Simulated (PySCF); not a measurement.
Ground-state electric properties of a mixed set of molecules.

All values: CAM-B3LYP/def2-SVPD (PySCF) at GFN2-xTB geometries, gas phase, one conformer each. Core orbitals are frozen in the response; Δα² is half the sum of the squared differences of the principal polarisabilities.

**Question.** Rank by polarisability anisotropy Δα, highest first.
A. `[H]/P=C(/C)[SiH3]`
B. `[CH3:1][CH2:2][C@@H:3]1[CH2:4][P@H:5]1=[O:6]` with C1–C2–C3–C4 -74°
C. `[CH:1]#[C:2][CH2:3][n:4]1[cH:5][c:6]([CH3:7])[n:8][n:9]1` with C2–C3–N4–C5 -53°
D. `[cH:1]1[cH:2][c:3]([CH:4]2[CH2:5][CH2:6]2)[n:7][n:8][n:9]1` with C2–C3–C4–C5 146°
E. `[CH3:1][C@H:2]1[CH2:3][P@@H:4](=[O:5])[CH2:6]1` with C1–C2–C3–P4 141°, C2–C3–P4–O5 -137°, C3–P4–C6–C2 16°, C1–C2–C6–P4 -141°
F. `[CH3:1][P:2]1(=[O:3])[CH2:4][CH2:5][CH2:6]1` with C1–P2–C4–C5 -91°, P2–C4–C5–C6 -17°, C4–C5–C6–P2 17°, C1–P2–C6–C5 91°

**Answer.** D (6.92 Å³), C (5.64 Å³), A (5.07 Å³), B (3.60 Å³), E (2.61 Å³), F (1.62 Å³).

**Question.** Rank by mean static polarisability, highest first.
A. `CP1(=O)CCC1`
B. `C#CCn1cc(C)nn1`
C. `C1[C@H]([P@@H]1=O)CC`
D. `[H]/P=C(/C)[SiH3]`

**Answer.** B (12.76 Å³), D (11.77 Å³), C (10.70 Å³), A (10.47 Å³).

All values together:

```
              SMILES  formula  μ (D)  HOMO (eV)  LUMO (eV)  α (Å³)  Δα (Å³)  electrons  α per electron (Å³)
      C#CCn1cc(C)nn1   C6H7N3   4.31      -8.57       0.79   12.76     5.64         64                0.199
   [H]/P=C(/C)[SiH3]  C2H7PSi   0.92      -8.53      -0.67   11.77     5.07         48                0.245
  CC[C@@H]1C[P@H]1=O   C4H9OP   4.47      -8.51       1.22   10.70     3.60         56                0.191
     c1cc(C2CC2)nnn1   C6H7N3   5.22      -8.32      -0.55   12.72     6.92         64                0.199
         CP1(=O)CCC1   C4H9OP   4.48      -8.95       1.08   10.47     1.62         56                0.187
C[C@H]1C[P@@H](=O)C1   C4H9OP   4.65      -9.16       1.14   10.48     2.61         56                0.187
```

Conformers: `[CH:1]#[C:2][CH2:3][n:4]1[cH:5][c:6]([CH3:7])[n:8][n:9]1` with C2–C3–N4–C5 -53°; `[CH3:1][CH2:2][C@@H:3]1[CH2:4][P@H:5]1=[O:6]` with C1–C2–C3–C4 -74°; `[cH:1]1[cH:2][c:3]([CH:4]2[CH2:5][CH2:6]2)[n:7][n:8][n:9]1` with C2–C3–C4–C5 146°; `[CH3:1][P:2]1(=[O:3])[CH2:4][CH2:5][CH2:6]1` with C1–P2–C4–C5 -91°, P2–C4–C5–C6 -17°, C4–C5–C6–P2 17°, C1–P2–C6–C5 91°; `[CH3:1][C@H:2]1[CH2:3][P@@H:4](=[O:5])[CH2:6]1` with C1–C2–C3–P4 141°, C2–C3–P4–O5 -137°, C3–P4–C6–C2 16°, C1–C2–C6–P4 -141°.

**Question.** How closely does the mean polarisability follow the number of electrons in this set?

**Answer.** The correlation coefficient is 0.55; α per electron runs from 0.187 to 0.245 Å³.
